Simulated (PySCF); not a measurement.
C₃H₁₁Si₃ (SMILES C1[SiH]C[SiH2]C[SiH2]1), doublet, at a GFN2-xTB geometry; WB97X/6-31G (PySCF).

Input for PySCF:
```python
from pyscf import gto, scf, dft

mol = gto.M(
    atom='''
C     1.596900   -0.403896   -0.874543
Si    0.381688   -1.793286   -0.413177
C    -1.407404   -1.146052   -0.428751
Si   -1.663248    0.391683    0.664884
C    -0.400697    1.714825    0.154446
Si    1.411699    1.151290    0.208610
H     1.458090   -0.123865   -1.919272
H     2.617035   -0.776934   -0.795975
H     0.720374   -2.380030    0.892503
H    -1.703895   -0.904973   -1.450083
H    -2.079400   -1.937098   -0.099097
H    -1.466148    0.028475    2.075205
H    -3.030956    0.910026    0.497754
H    -0.635133    2.058458   -0.853395
H    -0.519080    2.582658    0.801407
H     1.796961    0.834563    1.591010
H     2.287416    2.223828   -0.291410
''',
    basis='6-31g',
    charge=0,
    spin=1,
    verbose=4,
)

mf = dft.UKS(mol)
mf.xc = 'wb97x'
mf.kernel()
```

What the program printed (banner, timings and long lists left out):

```
PySCF version 2.14.0

[INPUT] verbose = 4
[INPUT] num. atoms = 17
[INPUT] num. electrons = 71
[INPUT] charge = 0
[INPUT] spin (= nelec alpha-beta = 2S) = 1
[INPUT] symmetry False subgroup None
[INPUT] Mole.unit = angstrom
[INPUT] Symbol           X                Y                Z      unit          X                Y                Z       unit  Magmom
[INPUT]  1 C      1.596900000000  -0.403896000000  -0.874543000000 AA    3.017703648318  -0.763252822807  -1.652646754156 Bohr   0.0
[INPUT]  2 Si     0.381688000000  -1.793286000000  -0.413177000000 AA    0.721285785033  -3.388819403017  -0.780791370969 Bohr   0.0
[INPUT]  3 C     -1.407404000000  -1.146052000000  -0.428751000000 AA   -2.659608106617  -2.165724404510  -0.810221965633 Bohr   0.0
[INPUT]  4 Si    -1.663248000000   0.391683000000   0.664884000000 AA   -3.143083197231   0.740173597648   1.256448664605 Bohr   0.0
[INPUT]  5 C     -0.400697000000   1.714825000000   0.154446000000 AA   -0.757207588935   3.240549601557   0.291860641035 Bohr   0.0
[INPUT]  6 Si     1.411699000000   1.151290000000   0.208610000000 AA    2.667724480322   2.175622789951   0.394215766846 Bohr   0.0
[INPUT]  7 H      1.458090000000  -0.123865000000  -1.919272000000 AA    2.755390764967  -0.234070926419  -3.626898438546 Bohr   0.0
[INPUT]  8 H      2.617035000000  -0.776934000000  -0.795975000000 AA    4.945479408401  -1.468192476863  -1.504174752001 Bohr   0.0
[INPUT]  9 H      0.720374000000  -2.380030000000   0.892503000000 AA    1.361309567257  -4.497604868249   1.686586235353 Bohr   0.0
[INPUT] 10 H     -1.703895000000  -0.904973000000  -1.450083000000 AA   -3.219894895016  -1.710151120126  -2.740259727888 Bohr   0.0
[INPUT] 11 H     -2.079400000000  -1.937098000000  -0.099097000000 AA   -3.929496503421  -3.660584696443  -0.187266189766 Bohr   0.0
[INPUT] 12 H     -1.466148000000   0.028475000000   2.075205000000 AA   -2.770618178079   0.053809951397   3.921569102328 Bohr   0.0
[INPUT] 13 H     -3.030956000000   0.910026000000   0.497754000000 AA   -5.727676735607   1.719699906233   0.940618737407 Bohr   0.0
[INPUT] 14 H     -0.635133000000   2.058458000000  -0.853395000000 AA   -1.200227422673   3.889921858920  -1.612682826073 Bohr   0.0
[INPUT] 15 H     -0.519080000000   2.582658000000   0.801407000000 AA   -0.980919036739   4.880516293417   1.514439744309 Bohr   0.0
[INPUT] 16 H      1.796961000000   0.834563000000   1.591010000000 AA    3.395764146525   1.577095503695   3.006573161444 Bohr   0.0
[INPUT] 17 H      2.287416000000   2.223828000000  -0.291410000000 AA    4.322589772948   4.202425868139  -0.550685089960 Bohr   0.0

nuclear repulsion = 433.791226361248
number of shells = 58
number of NR pGTOs = 248
number of NR cGTOs = 88
basis = 6-31g
ecp = {}

******** <class 'pyscf.dft.uks.UKS'> ********
method = UKS
initial guess = minao
damping factor = 0
level_shift factor = 0
DIIS = <class 'pyscf.scf.diis.CDIIS'>
diis_start_cycle = 1
diis_space = 8
diis_damp = 0
SCF conv_tol = 1e-09
SCF conv_tol_grad = None
SCF max_cycles = 50
direct_scf = True
direct_scf_tol = 1e-13
number electrons alpha = 36  beta = 35
XC library pyscf.dft.libxc version 7.1.2
    S. Lehtola, C. Steigemann, M. J. T. Oliveira, and M. A. L. Marques,  SoftwareX 7, 1–5 (2018)
XC functionals = wb97x
    J.-D. Chai and M. Head-Gordon,  J. Chem. Phys. 128, 084106 (2008)
radial grids:
    Treutler-Ahlrichs [JCP 102, 346 (1995); DOI:10.1063/1.469408] (M4) radial grids

becke partition: Becke, JCP 88, 2547 (1988); DOI:10.1063/1.454033
pruning grids: <function nwchem_prune>
grids dens level: 3
symmetrized grids: False
atomic radii adjust function: <function treutler_atomic_radii_adjust>
small_rho_cutoff = 0
Set gradient conv threshold to 3.16228e-05
tot grids = 207784
init E= -989.697625999443

cycle= 1 E= -989.143025219167  delta_E= 0.555  |g|= 0.226  |ddm|= 2.49
cycle= 2 E= -989.171984300477  delta_E= -0.029  |g|= 0.128  |ddm|= 0.412
cycle= 3 E= -989.181341907724  delta_E= -0.00936  |g|= 0.0305  |ddm|= 0.139
cycle= 4 E= -989.182247313808  delta_E= -0.000905  |g|= 0.00617  |ddm|= 0.0649
cycle= 5 E= -989.182316009101  delta_E= -6.87e-05  |g|= 0.00217  |ddm|= 0.0182
cycle= 6 E= -989.182329176748  delta_E= -1.32e-05  |g|= 0.000637  |ddm|= 0.00994
cycle= 7 E= -989.182330299877  delta_E= -1.12e-06  |g|= 0.00017  |ddm|= 0.00325
cycle= 8 E= -989.182330367772  delta_E= -6.79e-08  |g|= 4.9e-05  |ddm|= 0.000744
cycle= 9 E= -989.182330373314  delta_E= -5.54e-09  |g|= 1.44e-05  |ddm|= 0.000216
cycle= 10 E= -989.182330373742  delta_E= -4.28e-10  |g|= 6.75e-06  |ddm|= 5.44e-05
Extra cycle  E= -989.182330373784  delta_E= -4.14e-11  |g|= 4.9e-06  |ddm|= 1.43e-05
converged SCF energy = -989.182330373784  <S^2> = 0.75175033  2S+1 = 2.0017496
```
